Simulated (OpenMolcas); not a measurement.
## Pt6+ in a point-charge field

Pt6+ among 6 point charges of -1.7 e arranged as a tetragonal octahedron (D4h), 1.95 Å from the ion, with the axial distance 1.872 Å.
```
   1.9500    0.0000    0.0000  -1.70
   0.0000    1.9500    0.0000  -1.70
  -1.9500    0.0000    0.0000  -1.70
   0.0000   -1.9500    0.0000  -1.70
   0.0000    0.0000    1.8720  -1.70
   0.0000    0.0000   -1.8720  -1.70
```

| Quantity | Value |
| --- | --- |
| Program | OpenMolcas 26.06 |
| Method | SS-CASPT2, IPEA 0.25 Eh, imaginary shift 0.1 Eh (closed shells correlated: 5s 5p) |
| Basis | ANO-RCC-VTZP [8s7p5d3f1g] |
| Scalar Hamiltonian | DKH2, point nucleus |
| Active space | 4 electrons in 5 orbitals (5d) |
| State averaging | 2S+1 = 5 even, 5 roots; 2S+1 = 3 even, 45 roots; 2S+1 = 1 even, 50 roots |
| Spin-orbit coupling | RASSI with atomic mean-field integrals over the reference wave functions |

The lowest spin-free states (labels of D4, the rotations of D4h), above the lowest:

```json
{"State": "5A1", "Degeneracy": "1", "E (cm-1)": "0", "Free-ion L (%)": "D (100)"}
{"State": "5B1", "Degeneracy": "1", "E (cm-1)": "2340", "Free-ion L (%)": "D (100)"}
{"State": "5E", "Degeneracy": "2", "E (cm-1)": "7120", "Free-ion L (%)": "D (100)"}
{"State": "5B2", "Degeneracy": "1", "E (cm-1)": "8450", "Free-ion L (%)": "D (100)"}
{"State": "3A2", "Degeneracy": "1", "E (cm-1)": "16310", "Free-ion L (%)": "H (55)"}
{"State": "3E", "Degeneracy": "2", "E (cm-1)": "17070", "Free-ion L (%)": "H (61)"}
{"State": "3A1", "Degeneracy": "1", "E (cm-1)": "19910", "Free-ion L (%)": "H (89)"}
{"State": "3E", "Degeneracy": "2", "E (cm-1)": "20960", "Free-ion L (%)": "P (40)"}
{"State": "3B1", "Degeneracy": "1", "E (cm-1)": "20990", "Free-ion L (%)": "H (93)"}
{"State": "3B2", "Degeneracy": "1", "E (cm-1)": "21270", "Free-ion L (%)": "H (49)"}
{"State": "3A2", "Degeneracy": "1", "E (cm-1)": "21670", "Free-ion L (%)": "H (49)"}
{"State": "3E", "Degeneracy": "2", "E (cm-1)": "22210", "Free-ion L (%)": "H (54)"}
{"State": "3B1", "Degeneracy": "1", "E (cm-1)": "23120", "Free-ion L (%)": "F (95)"}
{"State": "3A1", "Degeneracy": "1", "E (cm-1)": "23870", "Free-ion L (%)": "G (97)"}
{"State": "1B2", "Degeneracy": "1", "E (cm-1)": "25910", "Free-ion L (%)": "I (59)"}
{"State": "1B1", "Degeneracy": "1", "E (cm-1)": "26130", "Free-ion L (%)": "I (84)"}
{"State": "3A1", "Degeneracy": "1", "E (cm-1)": "26450", "Free-ion L (%)": "G (75)"}
{"State": "3E", "Degeneracy": "2", "E (cm-1)": "26710", "Free-ion L (%)": "H (71)"}
{"State": "1E", "Degeneracy": "2", "E (cm-1)": "26840", "Free-ion L (%)": "I (49)"}
{"State": "3B1", "Degeneracy": "1", "E (cm-1)": "27070", "Free-ion L (%)": "G (90)"}
```

The lowest levels with spin-orbit coupling:

```
E (cm-1)  Degeneracy  Label      2S+1               g
       0           1     A1  5 (54 %)                
    7190           2      E  5 (80 %)  0.00 0.00 3.22
    8470           1     A2  5 (78 %)                
   12120           1     B1  5 (87 %)                
   12600           1     A1  5 (87 %)                
   12670           1     B2  5 (87 %)                
   14170           2      E  5 (87 %)  0.00 0.00 0.26
   15860           1     B1  5 (85 %)                
   18280           1     B2  5 (58 %)                
   18290           2      E  5 (66 %)  0.00 0.00 3.25
   19310           1     A2  5 (67 %)                
   19440           2      E  5 (67 %)  0.00 0.00 4.67
   20000           1     B1  3 (49 %)                
   20140           1     A1  5 (52 %)                
   20380           2      E  3 (45 %)  0.00 0.00 6.49
   20570           1     A1  3 (52 %)                
   21220           2      E  5 (58 %)  0.00 0.00 0.20
   21400           1     A2  5 (51 %)                
   21440           1     B2  5 (57 %)                
   25060           1     A1  5 (48 %)
```

Powder χT (cm3 K/mol): 0 at 2 K, 0.00118 at 10 K, 0.0059 at 50 K, 0.0118 at 100 K, 0.0236 at 200 K, 0.0354 at 300 K. The effective moment at 300 K is 2.828 √(χT) = 0.53 μB.

Spin-orbit coupling mixes the spin-free states strongly: the lowest level takes only 19 % from its leading state, 5A1. Point charges give a weaker field than real ligands, and real ions of this kind are as a rule low spin; the high spin found here belongs to the model. Free-ion shares, where given, are those of the reference states; single-state CASPT2 does not remix them. This is an electrostatic model: the charges have no orbitals. No measured value stands beside these numbers.

With an even number of electrons the g values are those of a degenerate or nearly degenerate non-Kramers pair.
